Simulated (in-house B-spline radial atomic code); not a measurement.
# BLYP excitations of Xe VII (Xe6+)

Method: BLYP. Computed with an all-electron radial atomic-structure program (B-spline basis): linear response of the closed shell [Kr] 4d10 5s2 with the functional's adiabatic kernel; scalar-relativistic (spin-free one-electron X2C), finite nucleus, no spin-orbit coupling, no double excitations, S, P, D and F terms only; shells from n = 3 respond. Only terms of natural parity with L up to 3 were computed.

Command:
```bash
python run_td.py task.json out
```
Settings (radii: box in bohr, nucleus in fm):
```
Z                        54
electrons                48
configuration            [Kr] 4d10 5s2
hamiltonian              x2c
method                   b88,lyp
box_radius               14.35
rms_radius               4.7859
intervals                70
```

Cost of the run: 2.7 s on 1 thread of Arm Neoverse N1, on a shared host.

The lowest states, in the order of their Tamm-Dancoff energies; the method's threshold (minus the highest occupied level) is 86.26 eV. Labels give the largest channel, * marks a mixed state, and oscillator strengths are full-response dipole values. Semilocal kernels can invert the small singlet-triplet splittings of Rydberg terms. Energies in eV:

| state | full response | Tamm-Dancoff | oscillator strength |
| --- | --- | --- | --- |
| 5s → 5p 3P | 13.679 | 13.768 | - |
| 5s → 5p 1P | 18.177 | 18.866 | 1.56 |
| 5s → 4f 3F | 32.72 | 32.77 | - |
| 5s → 4f 1F | 33.98 | 33.98 | - |
| 5s → 5d 3D | 34.97 | 35.00 | - |
| 5s → 5d 1D | 36.79 | 36.82 | - |
| 5s → 6s 3S | 43.56 | 43.56 | - |
| 5s → 6s 1S | ? | ? | - |
| 5s → 6p 3P | 49.48 | 49.48 | - |
| 5s → 6p 1P | 49.95 | 49.99 | 0.11 |
| 5s → 5f 3F | 56.02 | 56.02 | - |
| 5s → 5f 1F | ? | ? | - |
| 5s → 6d 3D | 58.21 | 58.21 | - |
| 5s → 6d 1D | 58.55 | 58.56 | - |
| 5s → 7s 3S | 61.34 | 61.34 | - |
| 5s → 7s 1S | 61.68 | 61.69 | - |
| 4d → 5p 3P | 62.38 | 62.40 | - |
| 4d → 5p 3F | 62.53 | 62.54 | - |
| 4d → 5p 1F | 63.08 | 63.08 | - |

(1) Where does 5s → 6s 1S lie?

(2) Where does 5s → 5f 1F lie?

(3) How large is the singlet-triplet splitting of 5s → 5p (P terms) in Tamm-Dancoff?

(4) What polarisabilities and dispersion coefficient does the method give?

## Answers

(1) At 44.67 eV in full response, 44.71 eV in Tamm-Dancoff.

(2) At 56.27 eV in full response, 56.27 eV in Tamm-Dancoff.

(3) 5.1 eV, from the unrounded values.

(4) Dipole 4.512 bohr³, quadrupole 7.407 bohr⁵, C6 14.78 hartree·bohr⁶ for two such species.
